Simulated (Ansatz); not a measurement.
C4H2F4 can be A, `FC1(F)C=CC1(F)F`, or B, `F/C=C/C(F)=C(F)F`.

Calculated with Ansatz (gas phase, PBE0-D4/def2-TZVP geometries, no zero-point term in ΔE). CBS: MP2 limit from def2 TZ/QZ plus the TZ coupled-cluster correction, frozen cores. DFT in def2-TZVPP. B3LYP here is the variant with VWN-RPA as its local correlation; programs differ in this. One conformer a species, not always the lowest.

Which is lower in electronic energy at CCSD(T)/CBS, and by how much? (An estimate is asked.)

Computed: A, by 11.1 kcal/mol.

Give E(B) − E(A) in kcal/mol with B3LYP, ωB97M-V, MP2/def2-TZVPP, B2PLYP, CCSD(T)/def2-SVP, PBE0-D4, CCSD(T)/def2-TZVPP. (Best estimate.)

The calculation gave: B3LYP 3.0, ωB97M-V 11.0, MP2/def2-TZVPP 11.9, B2PLYP 6.5, CCSD(T)/def2-SVP 9.1, PBE0-D4 9.1, CCSD(T)/def2-TZVPP 10.3. None reverses the order clearly.

Does the order hold for the free energy at 298.15 K (harmonic terms from PBE0-D4)? (Estimate.)

Ansatz gave: Yes: G(B) − G(A) = +9.2 kcal/mol, for one conformer each.

Largest T1 diagnostic: 0.013.

Leaving LDA and LC-ωPBE aside and taking each functional with its dispersion term where it has one, the values, not all of them listed here, spread over 12.3 kcal/mol, from BLYP-D4 to PBE-QIDH. LDA lies +3.1 kcal/mol from PBE without D4. The D4 term adds +0.8 kcal/mol with B3LYP and +0.4 kcal/mol with PBE0; it sums over pairs of atoms, weighted by their polarisabilities, and B3LYP, whose exchange is more repulsive, gets the larger term.
